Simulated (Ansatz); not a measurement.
Ansatz (an electronic-structure program) input file for FeO, SMILES [Fe]=[O] (connectivity only; charge and spin as stated), neutral, multiplicity 5, B3LYP-D3(BJ)/def2-TZVPD. 

Ansatz 0.2 input:
```yaml
crystal:
  periodic: [false, false, false]
  atoms:
    - {symbol: Fe, position_ang: [0.00000000, 0.00000000, -0.37666548]}
    - {symbol: O, position_ang: [0.00000000, 0.00000000, 1.22416280]}
basis:
  gaussian:
    orbitals: def2-TZVPD
hamiltonian:
  xc: b3lyp
  dispersion: d3bj
magnetization: {spin_polarized: true, initial_magnetization: 4}
relax: {f_tol: 0.002, max_steps: 200}
```

Program output:

```
WARN ansatz: RAYON_NUM_THREADS=1 ignored (pool sized by the plan → 1); use --threads N
Functional definition: B3LYP
integrals: 0.02 GiB planned
711 factors; their error is unknown
mean field: 0.31 GiB planned
mean field evaluation 1: about -36426.5683 eV, gradient 5.1e1 eV
mean field evaluation 2: about -36282.6768 eV, gradient 1.7e2 eV
mean field evaluation 4: about -36420.5016 eV, gradient 7.4e1 eV
mean field evaluation 8: about -36434.6957 eV, gradient 1.5e-1 eV
mean field evaluation 16: about -36434.8053 eV, gradient 6.5e-4 eV
mean field evaluation 32: about -36434.6429 eV, gradient 1.9e0 eV
mean field -36434.80531717 eV, -1338.9543990078 hartree, gradient 1.4e-5 eV, S^2 6.035834; 2 other end points of the search recorded, 0 dependent functions left out
the calculation of the forces begins
reference -36434.80550768 eV, -1338.9544060090 hartree; 19, 15 occupied and 69, 73 virtual orbitals, 711 factors
relax step   1: F+E_penalty+E_count = -36434.83489635 eV  Δ(F+E_penalty+E_count) = +0.000e0 eV  max|allowed force component| = 3.646e-1 eV/Å  Δτ_max = 0.0000 Å  (90 SCF iters, accepted)
these checks for a lower state are left out or cut short: starts, cluster_reference, orbital_swaps, neighbouring_geometries, increment
integrals: 0.02 GiB planned
711 factors; their error is unknown
mean field: 0.31 GiB planned
mean field -36434.80651404 eV, -1338.9544429920 hartree, gradient 1.8e-5 eV, S^2 6.036427; 0 other end points of the search recorded, 0 dependent functions left out
the calculation of the forces begins
reference -36434.80670458 eV, -1338.9544499944 hartree; 19, 15 occupied and 69, 73 virtual orbitals, 711 factors
relax step   2: F+E_penalty+E_count = -36434.83609304 eV  Δ(F+E_penalty+E_count) = -1.197e-3 eV  max|allowed force component| = 1.997e-1 eV/Å  Δτ_max = 0.0021 Å  (60 SCF iters, accepted)
these checks for a lower state are left out or cut short: starts, cluster_reference, orbital_swaps, neighbouring_geometries, increment
integrals: 0.02 GiB planned
711 factors; their error is unknown
mean field: 0.31 GiB planned
mean field -36434.80703845 eV, -1338.9544622637 hartree, gradient 2.1e-5 eV, S^2 6.037158; 0 other end points of the search recorded, 0 dependent functions left out
the calculation of the forces begins
reference -36434.80722902 eV, -1338.9544692673 hartree; 19, 15 occupied and 69, 73 virtual orbitals, 711 factors
relax step   3: F+E_penalty+E_count = -36434.83661730 eV  Δ(F+E_penalty+E_count) = -5.243e-4 eV  max|allowed force component| = 3.794e-3 eV/Å  Δτ_max = 0.0026 Å  (61 SCF iters, accepted)
these checks for a lower state are left out or cut short: starts, cluster_reference, orbital_swaps, neighbouring_geometries, increment
integrals: 0.02 GiB planned
711 factors; their error is unknown
mean field: 0.31 GiB planned
mean field -36434.80703857 eV, -1338.9544622684 hartree, gradient 1.1e-5 eV, S^2 6.037181; 0 other end points of the search recorded, 0 dependent functions left out
the calculation of the forces begins
reference -36434.80722915 eV, -1338.9544692720 hartree; 19, 15 occupied and 69, 73 virtual orbitals, 711 factors
relax step   4: F+E_penalty+E_count = -36434.83661742 eV  Δ(F+E_penalty+E_count) = -1.240e-7 eV  max|allowed force component| = 2.274e-3 eV/Å  Δτ_max = 0.0001 Å  (49 SCF iters, accepted)
these checks for a lower state are left out or cut short: starts, cluster_reference, orbital_swaps, neighbouring_geometries, increment
integrals: 0.02 GiB planned
711 factors; their error is unknown
mean field: 0.31 GiB planned
mean field evaluation 64: about -36434.8070 eV, gradient 1.3e-5 eV
mean field -36434.80703864 eV, -1338.9544622709 hartree, gradient 1.3e-5 eV, S^2 6.037173; 0 other end points of the search recorded, 0 dependent functions left out
the calculation of the forces begins
reference -36434.80722922 eV, -1338.9544692745 hartree; 19, 15 occupied and 69, 73 virtual orbitals, 711 factors
relax step   5: F+E_penalty+E_count = -36434.83661749 eV  Δ(F+E_penalty+E_count) = -6.930e-8 eV  max|allowed force component| = 1.801e-6 eV/Å  Δτ_max = 0.0000 Å  (48 SCF iters, accepted)
integrals: 0.02 GiB planned
711 factors; their error is unknown
mean field: 0.31 GiB planned
mean field evaluation 96: about -36434.8070 eV, gradient 3.0e-5 eV
mean field -36434.80703864 eV, -1338.9544622709 hartree, gradient 1.3e-5 eV, S^2 6.037173; 3 other end points of the search recorded, 0 dependent functions left out
the calculation of the forces begins
reference -36434.80722922 eV, -1338.9544692745 hartree; 19, 15 occupied and 69, 73 virtual orbitals, 711 factors
Total energy: -36434.83680807 eV, -1338.9555562772 hartree
Atom 0 at    -0.000000    -0.000000    -0.381428 Å, force     0.000000    -0.000000    -0.000002 eV/Å
Atom 1 at     0.000000     0.000000     1.228925 Å, force    -0.000000     0.000000     0.000002 eV/Å
Dipole moment:     0.000000    -0.000000    -1.078664 e Å
```

Self-consistency was reached.
